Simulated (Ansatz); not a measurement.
Wavefunction ladder for C₂H₈OSi, SMILES `CC[SiH2]O`

```tsv
atom	x (Å)	y (Å)	z (Å)
C1	0.481	-0.557	-1.315
C2	-0.059	-0.909	0.069
Si3	-0.189	0.559	1.217
O4	-1.193	1.732	0.627
H5	1.473	-0.101	-1.253
H6	-0.175	0.152	-1.828
H7	0.566	-1.439	-1.955
H8	-1.048	-1.373	-0.013
H9	0.585	-1.652	0.554
H10	1.178	1.123	1.429
H11	-0.772	0.154	2.521
H12	-0.846	2.312	-0.051
```

Total charge 0; spin multiplicity 1. Geometry: relaxed with PBE0-D4/def2-TZVP. It is one conformer, not always the lowest. Frozen core, restricted reference, the Gaussian-basis code of Ansatz. CBS rows extrapolate triple and quadruple zeta; past MP2 they add the triple-zeta difference.

```
     basis     HF (Eh)  MP2 corr.
  def2-SVP  -444.02679   -0.57990
def2-TZVPP  -444.31964   -0.72532
def2-QZVPP  -444.33662   -0.77699
```

Question: Estimate the CCSD correlation energy and the (T) correction in each basis where they were run (hartree).

Answer: 
```csv
basis,CCSD corr.,(T)
def2-SVP,-0.63220,-0.01550
def2-TZVPP,-0.76976,-0.02724
CBS(def2),-0.85970,as TZ
```
